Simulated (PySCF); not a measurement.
**Computed structure and properties of LaO(OH)**

System: LaO(OH) (singlet); start: template (C1). Method: PySCF 2.14.0, RKS PBE0, La lcecp-1-SVP with ECP46, O def2-SVP, H def2-SVP; non-relativistic Hamiltonian with scalar-relativistic core potentials where named; density fitting; no spin-orbit coupling.

Input of the relaxation:

```python
mol = gto.M(atom='''
La     0.04813    -0.00053    -0.16336
O      1.77723    -0.00053     0.61044
O     -2.00817    -0.00053     0.75684
H     -2.96777     0.09007     0.81594''',
    basis={'La': 'lcecp-1-SVP', 'O': 'def2-SVP', 'H': 'def2-SVP'},
    ecp={'La': 'lcecp-1-SVP'},
    charge=0, spin=0)
mf = dft.RKS(mol, xc='PBE0')
mf.grids.atom_grid = (50, 194)  # f atoms: unpruned, at least (60, 302)
mf = mf.density_fit()  # fitting sets: La AutoAux, O def2-universal-JKFIT, H def2-universal-JKFIT
mf.conv_tol = 1e-08; mf.max_cycle = 55
mf.kernel(dm0)  # dm0: converged density of the start geometry
# quasi-Newton relaxation in Cartesian coordinates to a largest gradient under 0.00045 Eh/bohr, steps kept in the point group
```

Run from Python with OMP_NUM_THREADS=2; the lines above give its settings. Where DIIS fails, smearing, a level shift and second-order steps follow.
It took 34 s on 2 threads of Arm Neoverse V2, on a shared host, from the converged density of the start.

Course of the relaxation:

```tsv
step	energy above end (eV)	largest force component within the symmetry (eV/Å)
0	0.3829	1.178
1	0.2862	0.383
2	0.1963	1.342
3	0.1601	0.892
4	0.1347	0.574
5	0.1112	0.346
6	0.0923	1.067
7	0.0819	0.879
13	0.0020	0.129
14	0.0014	0.098
15	0.0009	0.101
16	0.0003	0.065
17	0.0001	0.030
18	0.0000	0.010
```
(The steps between are left out.)

Relaxed geometry (Cs):

```xyz
4

La    0.0075   -0.0357   -0.4848
O     1.2797    0.0249    0.9434
O    -2.0029    0.0252    0.3520
H    -2.4350    0.0740    1.2092
```

| contact | Å |
| --- | --- |
| La1–O2 (O) | 1.914 |
| La1–O3 (OH) | 2.178 |

On the finer grid (75, 302):

The HOMO is -6.20 eV, the LUMO is -1.65 eV and the dipole about the centre of mass is 6.02 D. The set of Mulliken populations of La1 outside the core potential is s 2.08, p 6.16, d 1.77, f 0.12 and the D3(BJ) dispersion energy (not in the energies) is -0.059 eV.

```json
{"atom": "La1", "Mulliken (e)": "0.87", "Löwdin (e)": "0.74", "spin (e)": "0.00"}
{"atom": "O2", "Mulliken (e)": "-0.51", "Löwdin (e)": "-0.47", "spin (e)": "0.00"}
{"atom": "O3", "Mulliken (e)": "-0.56", "Löwdin (e)": "-0.35", "spin (e)": "0.00"}
{"atom": "H4", "Mulliken (e)": "0.19", "Löwdin (e)": "0.08", "spin (e)": "0.00"}
```

The large-core potential holds the 4f shell empty.

On the grid (50, 194), as all that follows. Harmonic modes: a minimum; lowest 143 cm⁻¹ (negative: unstable), highest 3942 cm⁻¹, zero-point energy 0.391 eV.

Rigid scan of O along the line from its metal:

(distance to O2 (Å), energy (eV)): (1.61, 2.329), (1.71, 0.886), (1.81, 0.191), (1.91, 0.000), (2.01, 0.144), (2.11, 0.506), (2.21, 1.002), (2.36, 1.880)

Taking off one OH (charge -1, singlet; the rest: singlet) in vacuum, both parts rigid, costs 10.45 eV; the small basis without counterpoise inflates it. Most of it is the attraction of opposite charges; other ways to part are cheaper, and one spin state was tried for the rest.

Rigid scan of OH along the line from its metal:

(distance to O3 (Å), energy (eV)): (1.88, 1.135), (1.98, 0.437), (2.08, 0.095), (2.18, 0.000), (2.28, 0.073), (2.38, 0.258), (2.58, 0.808), (2.88, 1.768), (3.28, 2.931), (3.78, 4.010)

One start shape was tried, so this needn't be the lowest isomer.
